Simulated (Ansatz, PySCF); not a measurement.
Three-fold rotor about C1–Se2 in dimethyl selenide (SMILES C[Se]C); single points on GFN2-xTB geometries with the dihedral held.
Staggered geometry (60°) (charge 0, multiplicity 1):
```
atom    x (Å)    y (Å)    z (Å)
----  -------  -------  -------
C      1.4573  -0.0944   0.0483
Se     0.2585   0.4922  -1.3768
C     -1.0336  -0.9622  -1.2092
H      1.8364  -1.0857  -0.1892
H      2.2776   0.6153   0.1025
H      0.9134  -0.1086   0.9899
H     -0.5314  -1.9096  -1.3902
H     -1.8077  -0.8029  -1.9541
H     -1.4664  -0.9432  -0.2117
```

Cores are frozen in the correlated methods. Filled d and f shells under p-block atoms count as core. CBS(a, b) extrapolates the correlation energy as X⁻³ and adds the Hartree–Fock energy of set b. MP2 and its Hartree–Fock in cc-pVQZ are density fitted. Rows in 6-31G* carry no dispersion term and start afresh at each structure (6-31G* with six Cartesian d functions); the Pople sets are all-electron and without relativity.

The values were computed with Ansatz (Gaussian basis) for Hartree–Fock, density functionals and correlated methods; PySCF for 6-31G* rows. Each number belongs to the level named beside it.

Energies above the staggered point (kcal/mol):

```csv
dihedral (°),PBE/def2-TZVPP,B3LYP/6-31G*,"MP2/CBS(cc-pVTZ, cc-pVQZ) + ΔCCSD(T)/cc-pVTZ"
0,1.281,1.343,1.374
20,0.968,1.009,1.035
40,0.334,0.352,0.352
60,0.000,0.000,0.000
80,0.283,0.294,0.308
100,0.938,0.985,1.009
120,1.280,1.338,1.374
```

Moments of inertia of the two ends about the bond: 3.206 and 62.546 u Å².

Question: Fit V = V₃/2 (1 − cos 3φ) + V₆/2 (1 − cos 6φ), φ counted from the staggered point, and estimate the harmonic torsional frequency.

Answer: 
V₃ is the energy at φ = 60°; at φ = 20° (mean of both sides) V = 0.25 V₃ + 0.75 V₆. The reduced moment I₁I₂/(I₁ + I₂) = 3.050 u Å² gives F = 16.8576/I = 5.528 cm⁻¹ (a rough rule where the frame isn't a symmetric top). Near the minimum V = kφ²/2 with k = (9V₃ + 36V₆)/2, and ω = √(2Fk), with 1 kcal/mol = 349.755 cm⁻¹.
- PBE/def2-TZVPP: V₃ = 1.28, V₆ = -0.015 kcal/mol, k = 1919 cm⁻¹/rad², ω = 146 cm⁻¹
- B3LYP/6-31G*: V₃ = 1.34, V₆ = -0.017 kcal/mol, k = 2008 cm⁻¹/rad², ω = 149 cm⁻¹
- MP2/CBS(cc-pVTZ, cc-pVQZ) + ΔCCSD(T)/cc-pVTZ: V₃ = 1.37, V₆ = -0.018 kcal/mol, k = 2047 cm⁻¹/rad², ω = 150 cm⁻¹

Ansatz is a program for electronic structure.
